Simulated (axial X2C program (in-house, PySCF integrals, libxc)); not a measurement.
Sn₂⁺ along the bond: TPSS, 2c

Computed with an in-house all-electron X2C program for linear molecules (integrals from PySCF). Two-component (2c) means X2C with spin–orbit coupling and atomic mean-field two-electron Coulomb and Gaunt terms. Basis: Sn dyall-cv3z [11s12p9d4f1g] (cores contracted in-house); Gaussian nuclei, density fitting, unrestricted open shells. Masses: Sn 119.902 u.

State: Ω = 3/2 (⟨Sz⟩ = 1.49, ⟨Lz⟩ = 0.01 at TPSS).

Results along the bond:

```tsv
R (Å)	HOMO (eV)	LUMO (eV)
2.431	-10.85	-9.76
2.542	-10.61	-9.54
2.626	-10.45	-9.46
2.710	-10.30	-9.45
2.794	-10.16	-9.42
2.892	-10.00	-9.39
2.990	-9.87	-9.35
3.115	-9.70	-9.28
3.269	-9.53	-9.20
```

Occupations by symmetry block were frozen at the best pattern of an incomplete PBE0 search. Density functionals use the spin component along the axis (collinear). PBE0 can misorder states that lie within some tenths of an eV, so this need not be the ground state of the molecule. The nearest other 2c determinant of the search, Ω = 1/2, lies 0.30 eV up at the distance of the search. With several unpaired electrons one determinant need not be a pure state. This is the top spin component of a Σ state; components of lower Ω are not single determinants and can lie lower.
